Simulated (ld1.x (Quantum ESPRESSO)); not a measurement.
Building the ultrasoft potential for zinc (Zn) (PBE, scalar-relativistic).

ld1.x (Quantum ESPRESSO) 7.5 was run on this input:

```
&input
   title='Zn', zed=30., rel=1, dft='PBE', iswitch=3,
   config='[Ar] 3d10 4s0 4p0',
   nld=3, rlderiv=2.20, eminld=-4.0, emaxld=5.0, deld=0.02
 /
 &inputp
   pseudotype=3, tm=.true., lloc=-1, rcloc=1.95,
   nlcc=.true., new_core_ps=.true.,
   file_pseudopw='Zn.UPF', file_wfcaegen='ae.wfc', file_wfcncgen='nc.wfc', file_beta='beta', file_chi='chi', file_wfcusgen='us.wfc'
 /
6
4S  1  0   0.00   0.00  1.00  1.35  0.0
4S  1  0   0.00   0.05  1.00  1.35  0.0
4P  2  1   0.00   0.00  1.85  2.00  0.0
4P  2  1   0.00  -0.75  1.85  2.00  0.0
3D  3  2  10.00   0.00  0.85  0.95  0.0
3D  3  2   0.00  -0.10  0.85  0.95  0.0
 &test
   configts(1)='3d10 4s0 4p0'
 /
```

Command:

```bash
ld1.x < Zn.in > Zn.out
```

Resulting log (shortened: banner, matrices, multipoles, cross overlaps and the repeated all-electron block are left out):

```
Program LD1 v.7.5
     --------------------------- All-electron run ----------------------------

     Zn
     scalar relativistic calculation

     atomic number is 30.00
     dft =PBE   lsd =0 sic =0 latt =0  beta=0.20 tr2=1.0E-14
     Exchange-correlation= PBE
                           (   1   4   3   4   0   0   0)
     mesh =1201 r(mesh) =  99.36527 a.u. xmin = -7.00 dx = 0.01250
     1 Ry =  13.60569312 eV, c = 137.03599908

     n l     nl                  e(Ry)          e(Ha)          e(eV)
     1 0     1S 1( 2.00)      -701.6752      -350.8376     -9546.7768
     2 0     2S 1( 2.00)       -86.6442       -43.3221     -1178.8539
     2 1     2P 1( 6.00)       -75.3062       -37.6531     -1024.5927
     3 0     3S 1( 2.00)       -11.0331        -5.5166      -150.1132
     3 1     3P 1( 6.00)        -7.6665        -3.8332      -104.3080
     3 2     3D 1(10.00)        -2.2679        -1.1339       -30.8560
     4 0     4S 1( 0.00)        -1.6926        -0.8463       -23.0292
     4 1     4P 1( 0.00)        -1.1508        -0.5754       -15.6578

     final scf error:  5.9E-15 reached in  30 iterations

     Etot =   -3589.958585 Ry,   -1794.979293 Ha,  -48843.874834 eV

     Ekin =    3647.173216 Ry,    1823.586608 Ha,   49622.319549 eV
     Encl =   -8608.324907 Ry,   -4304.162454 Ha, -117122.226993 eV
     Eh   =    1513.352001 Ry,     756.676000 Ha,   20590.202907 eV
     Exc  =    -142.158895 Ry,     -71.079447 Ha,   -1934.170296 eV

     normalization and overlap integrals

     s(1S/1S) =  1.000000  <r> =   0.0503  <r2> =    0.0034  r(max) =   0.0329
     s(2S/2S) =  1.000000  <r> =   0.2262  <r2> =    0.0604  r(max) =   0.1894
     s(2P/2P) =  1.000000  <r> =   0.1983  <r2> =    0.0482  r(max) =   0.1513
     s(3S/3S) =  1.000000  <r> =   0.6817  <r2> =    0.5371  r(max) =   0.5908
     s(3P/3P) =  1.000000  <r> =   0.7139  <r2> =    0.6021  r(max) =   0.5908
     s(3D/3D) =  1.000000  <r> =   0.8803  <r2> =    1.0203  r(max) =   0.5691
     s(4S/4S) =  1.000000  <r> =   2.2177  <r2> =    5.5983  r(max) =   1.8895
     s(4P/4P) =  1.000000  <r> =   2.6963  <r2> =    8.3110  r(max) =   2.3078

     ------------------------ End of All-electron run ------------------------

     --------------------- Generating US pseudopotential ---------------------

      Generating local potential from pseudized AE potential:
      Matching radius rcloc =   1.9500

      Local pseudo, rcloc= 1.962 Estimated cut-off energy=     5.94 Ry

      Computing core charge for nlcc:

       r > 0.33 : true rho core
      Core charge pseudized with two Bessel functions
      Integrated core pseudo-charge :  14.35

      Wfc   4S  rcut= 0.999  Using Troullier-Martins method
      Wfc-us  4S rcutus= 1.348  Estimated cut-off energy=    64.23 Ry

      Wfc   4S  rcut= 0.999  Using Troullier-Martins method
      Wfc-us  4S rcutus= 1.348  Estimated cut-off energy=    65.94 Ry

      Wfc   4P  rcut= 1.866  Using Troullier-Martins method
      Wfc-us  4P rcutus= 2.011  Estimated cut-off energy=    18.01 Ry

      Wfc   4P  rcut= 1.866  Using Troullier-Martins method
      Wfc-us  4P rcutus= 2.011  Estimated cut-off energy=    18.55 Ry

      Wfc   3D  rcut= 0.860  Using Troullier-Martins method
      Wfc-us  3D rcutus= 0.950  Estimated cut-off energy=   126.81 Ry

      Wfc   3D  rcut= 0.860  Using Troullier-Martins method
      Wfc-us  3D rcutus= 0.950  Estimated cut-off energy=   140.48 Ry

     ------------------- End of pseudopotential generation -------------------

     Computing logarithmic derivative in   2.20907

       Warning: n=1, l=0 expected 0 nodes, found 1
       Setting wfc to zero for this iteration
       (This warning will only be printed once per wavefunction)

       Zero norm: self consistency problem; state:  2 (l=  0, j=0.0)
     Computing logarithmic derivative in   2.20907
     Computing the partial wave expansion
     R is outside the sphere for l=    0 j= 0.00
     R is outside the sphere for l=    0 j= 0.00
     R is outside the sphere for l=    1 j= 0.00
     R is outside the sphere for l=    1 j= 0.00
     R is outside the sphere for l=    2 j= 0.00
     R is outside the sphere for l=    2 j= 0.00

     ---------------------- Testing the pseudopotential ----------------------

     Zn
     scalar relativistic calculation

     atomic number is 30.00   valence charge is 12.00
     dft =PBE   lsd =0 sic =0 latt =0  beta=0.20 tr2=1.0E-14
     mesh =1201 r(mesh) =  99.36527 xmin = -7.00 dx = 0.01250

     n l     nl             e AE (Ry)        e PS (Ry)    De AE-PS (Ry)
     3 2     3D   1(10.00)       -2.26787       -2.26787        0.00000
     1 0     4S   1( 0.00)       -1.69262       -1.69262        0.00000
     2 1     4P   1( 0.00)       -1.15083       -1.15083        0.00000

     eps = 2.0E-16  iter =  4

     Etot =   -3589.958585 Ry,   -1794.979293 Ha,  -48843.874834 eV
     Etotps =  -180.698280 Ry,     -90.349140 Ha,   -2458.525348 eV

     Ekin =     106.911119 Ry,      53.455560 Ha,    1454.599883 eV
     Encl =    -246.074475 Ry,    -123.037237 Ha,   -3348.013790 eV
     Ehrt =     105.519463 Ry,      52.759732 Ha,    1435.665435 eV
     Ecxc =     -81.209930 Ry,     -40.604965 Ha,   -1104.917389 eV
     (Ecc =     -55.072001 Ry,     -27.536000 Ha,    -749.292741 eV)
     Epseu=     -65.844458 Ry,     -32.922229 Ha,    -895.859487 eV

     ---------------------- End of pseudopotential test ----------------------
```

Note: ghost state, extra bound levels that the all-electron valence spectrum of the same l lacks: s at -88.0 eV. A true bound ghost makes a file unfit for plane-wave use.

Generation and configuration tests took about 6.9 s on one core of a shared server CPU.

Transferability test of the new file with ld1.x, input:

```
&input
   title='Zn', zed=30., rel=1, dft='PBE', iswitch=2,
   config='[Ar] 3d10 4s0 4p0'
 /
 &test
   file_pseudo='Zn.UPF', nconf=8,
   configts(1)='3d10 4s0 4p0',
   configts(2)='3d10 4s2 4p0',
   configts(3)='3d10 4s1 4p0',
   configts(4)='3d9 4s0 4p0',
   configts(5)='3d10 4s1 4p1',
   configts(6)='3d10 4s0 4p1',
   configts(7)='3d9 4s2 4p0',
   configts(8)='3d9 4s2 4p1'
 /
```

```bash
ld1.x < Zn.test.in > Zn.test.out
```

Pseudopotential blocks of its output, shortened (energy terms left out; the distinct warnings before each block abridged to one line each):

```
     Warning: n=1, l=0 expected 0 nodes, found 1
     ---------------------- Testing the pseudopotential ----------------------

     n l     nl             e AE (Ry)        e PS (Ry)    De AE-PS (Ry)
     3 2     3D   1(10.00)       -2.26787       -2.26787        0.00000
     1 0     4S   1( 0.00)       -1.69262       -1.69262        0.00000
     2 1     4P   1( 0.00)       -1.15083       -1.15083        0.00000

     eps = 1.9E-16  iter =  4

     Etot =   -3589.958585 Ry,   -1794.979293 Ha,  -48843.874834 eV
     Etotps =  -180.698280 Ry,     -90.349140 Ha,   -2458.525348 eV

     ---------------------- End of pseudopotential test ----------------------

          BEWARE! Errors in PS-KS equations
     Warning: n=2, l=1 expected 0 nodes, found 2
     Warning: n=3, l=2 expected 0 nodes, found 1
     ---------------------- Testing the pseudopotential ----------------------

     n l     nl             e AE (Ry)        e PS (Ry)    De AE-PS (Ry)
     3 2     3D   1(10.00)       -0.74529       -0.00001       -0.74528  !
     1 0     4S   1( 2.00)       -0.43941       -0.03955       -0.39986  !
     2 1     4P   1( 0.00)       -0.08200       -0.08200        0.00000

     eps = 9.2E-15  iter = 66

     Etot =   -3592.040867 Ry,   -1796.020433 Ha,  -48872.205716 eV
     Etotps =   -55.151159 Ry,     -27.575580 Ha,    -750.369749 eV
     dEtot_ae =      -2.082281 Ry
     dEtot_ps =     125.547121 Ry,   Delta E=    -127.629402 Ry

     ---------------------- End of pseudopotential test ----------------------

          BEWARE! Errors in PS-KS equations
     ---------------------- Testing the pseudopotential ----------------------

     n l     nl             e AE (Ry)        e PS (Ry)    De AE-PS (Ry)
     3 2     3D   1(10.00)       -1.45234       -2.26787        0.81554  !
     1 0     4S   1( 1.00)       -1.02881       -1.02881        0.00000
     2 1     4P   1( 0.00)       -0.57164       -0.74313        0.17149  !

     eps = 4.6E-15  iter = 23

     Etot =   -3591.314101 Ry,   -1795.657050 Ha,  -48862.317563 eV
     Etotps =  -181.727087 Ry,     -90.863543 Ha,   -2472.522974 eV
     dEtot_ae =      -1.355516 Ry
     dEtot_ps =      -1.028807 Ry,   Delta E=      -0.326709 Ry

     ---------------------- End of pseudopotential test ----------------------

          ---------------------- Testing the pseudopotential ----------------------

     n l     nl             e AE (Ry)        e PS (Ry)    De AE-PS (Ry)
     3 2     3D   1( 9.00)       -3.72772       -3.76040        0.03269  !
     1 0     4S   1( 0.00)       -2.61361       -2.61361        0.00000
     2 1     4P   1( 0.00)       -1.95828       -1.94994       -0.00833  !

     eps = 1.0E-16  iter =  9

     Etot =   -3586.979404 Ry,   -1793.489702 Ha,  -48803.341013 eV
     Etotps =  -177.705154 Ry,     -88.852577 Ha,   -2417.801798 eV
     dEtot_ae =       2.979181 Ry
     dEtot_ps =       2.993126 Ry,   Delta E=      -0.013945 Ry

     ---------------------- End of pseudopotential test ----------------------

          BEWARE! Errors in PS-KS equations
     ---------------------- Testing the pseudopotential ----------------------

     n l     nl             e AE (Ry)        e PS (Ry)    De AE-PS (Ry)
     3 2     3D   1(10.00)       -0.90727       -1.09356        0.18629  !
     1 0     4S   1( 1.00)       -0.54398       -0.54398        0.00000
     2 1     4P   1( 1.00)       -0.15440       -0.23489        0.08049  !

     eps = 1.3E-15  iter = 23

     Etot =   -3591.667036 Ry,   -1795.833518 Ha,  -48867.119490 eV
     Etotps =   -66.786477 Ry,     -33.393238 Ha,    -908.676307 eV
     dEtot_ae =      -1.708451 Ry
     dEtot_ps =     113.911803 Ry,   Delta E=    -115.620254 Ry

     ---------------------- End of pseudopotential test ----------------------

          ---------------------- Testing the pseudopotential ----------------------

     n l     nl             e AE (Ry)        e PS (Ry)    De AE-PS (Ry)
     3 2     3D   1(10.00)       -1.58374       -1.58829        0.00455
     1 0     4S   1( 0.00)       -1.11084       -1.11084        0.00000
     2 1     4P   1( 1.00)       -0.63824       -0.63752       -0.00072

     eps = 6.7E-15  iter =  7

     Etot =   -3590.849298 Ry,   -1795.424649 Ha,  -48855.993599 eV
     Etotps =  -181.588572 Ry,     -90.794286 Ha,   -2470.638384 eV
     dEtot_ae =      -0.890713 Ry
     dEtot_ps =      -0.890292 Ry,   Delta E=      -0.000421 Ry

     ---------------------- End of pseudopotential test ----------------------

          BEWARE! Errors in PS-KS equations
     ---------------------- Testing the pseudopotential ----------------------

     n l     nl             e AE (Ry)        e PS (Ry)    De AE-PS (Ry)
     3 2     3D   1( 9.00)       -1.93404       -2.36785        0.43381  !
     1 0     4S   1( 2.00)       -1.16804       -1.16804        0.00000
     2 1     4P   1( 0.00)       -0.65977       -0.65977        0.00000

     eps = 1.1E-25  iter =  6

     Etot =   -3590.725187 Ry,   -1795.362593 Ha,  -48854.304978 eV
     Etotps =   -78.718740 Ry,     -39.359370 Ha,   -1071.023026 eV
     dEtot_ae =      -0.766601 Ry
     dEtot_ps =     101.979540 Ry,   Delta E=    -102.746141 Ry

     ---------------------- End of pseudopotential test ----------------------

          BEWARE! Errors in PS-KS equations
     ---------------------- Testing the pseudopotential ----------------------

     n l     nl             e AE (Ry)        e PS (Ry)    De AE-PS (Ry)
     3 2     3D   1( 9.00)       -1.33743       -1.76638        0.42895  !
     1 0     4S   1( 2.00)       -0.63629       -0.63629        0.00000
     2 1     4P   1( 1.00)       -0.19071       -0.52113        0.33042  !

     eps = 4.5E-15  iter = 23

     Etot =   -3591.140966 Ry,   -1795.570483 Ha,  -48859.961944 eV
     Etotps =   -72.763106 Ry,     -36.381553 Ha,    -989.992495 eV
     dEtot_ae =      -1.182381 Ry
     dEtot_ps =     107.935174 Ry,   Delta E=    -109.117555 Ry

     ---------------------- End of pseudopotential test ----------------------
```
